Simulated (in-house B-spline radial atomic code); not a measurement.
Configurations of the chromium ion Cr⁺, with energies counted from [Ar] (3d3/2)4 (3d5/2)1. Method: Dirac-Hartree-Fock, average of each configuration as written, Fermi nucleus of rms radius 3.6452 fm. Calculated with an all-electron radial atomic-structure program (B-spline basis). Energies include first-order Breit, QED and recoil terms.

Occupations are held fixed; configurations that lie above the ionisation limit could autoionise.

```tsv
configuration	E - E(ref) (eV)	highest orbital	its <r> (bohr)
[Ar] (3d5/2)5	0.22599	3d5/2	1.365
[Ar] (3d3/2)3 (3d5/2)2	0.51966	3d5/2	1.377
[Ar] (3d3/2)4 (5d5/2)1	10.069	5d5/2	12.2
[Ar] (3d3/2)4 (6p1/2)1	10.228	6p1/2	14.04
[Ar] (3d5/2)4 (5g7/2)1	11.683	5g7/2	13.75
[Ne] 3s2 (3p1/2)2 (3p3/2)3 (3d3/2)1 (3d5/2)4 5s1	55.388	5s1/2	6.891
[Ne] 3s2 (3p1/2)1 (3p3/2)4 (3d3/2)4 (3d5/2)1 (5d3/2)1	60.986	5d3/2	11.52
```

(1) Order these further configurations by energy, lowest first.
A. [Ne] 3s2 (3p1/2)1 (3p3/2)4 (3d3/2)1 (3d5/2)4 7s1
B. [Ne] 3s2 (3p1/2)2 (3p3/2)3 (3d3/2)4 (3d5/2)1 (5p1/2)1
C. [Ar] (3d3/2)1 (3d5/2)3 7s1
D. [Ar] (3d3/2)3 (3d5/2)1 6s1
E. [Ne] 3s2 (3p1/2)2 (3p3/2)3 (3d3/2)3 (3d5/2)2 (6g7/2)1

(2) How far above the reference does [Ne] 3s2 (3p1/2)1 (3p3/2)4 (3d3/2)2 (3d5/2)3 (5f7/2)1 lie?

(3) How far above the reference does [Ar] (3d3/2)2 (3d5/2)3 lie?

(4) How far above the reference does [Ne] 3s2 (3p1/2)1 (3p3/2)4 (3d3/2)2 (3d5/2)3 6s1 lie?

Answers

(1) D (10.432 eV), C (12.037 eV), B (53.304 eV), A (57.672 eV), E (58.042 eV).

(2) 59.436 eV; its least bound orbital is 5f7/2 with <r> = 15.68 bohr.

(3) 0.73061 eV; its least bound orbital is 3d5/2 with <r> = 1.37 bohr.

(4) 58.256 eV; its least bound orbital is 6s1/2 with <r> = 12.2 bohr.
